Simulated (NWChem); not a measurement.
# C2H5ClSi; SMILES C=C[SiH2]Cl

```xyz
9

Si    -0.7442    -0.0397    -0.0114
Cl     0.4112    -1.7646     0.0532
C      0.3063     1.4199    -0.4838
C      0.4742     2.4740     0.3238
H     -1.3289     0.1917     1.3398
H     -1.8223    -0.2858    -1.0109
H      0.8020     1.4230    -1.4633
H      1.0840     3.3375     0.0348
H      0.0096     2.5239     1.3155
```
Atoms are numbered in this order, from 1.

Computed with NWChem. Geometry: optimised at PBE0/def2-SVP. Vertical excitations in the gas phase; the lowest state need not have the same character in each row.

| level | lowest excitation, singlet (eV) | oscillator strength of that lowest state | lowest state with f > 0.02, singlet (eV) | oscillator strength of that bright state | lowest triplet (eV) | orbital gap (eV) |
|---|---|---|---|---|---|---|
| PBE/def2-SVP, TDA | 5.49 | 0.001 | 7.03 | 0.188 | 4.31 | 5.29 |
| B3LYP/def2-SVP, TDA | 6.27 | 0.005 | 7.33 | 0.103 | 4.26 | 7.04 |
| PBE0/def2-SVP, TDA | 6.38 | 0.004 | 7.46 | 0.163 | 4.16 | 7.48 |
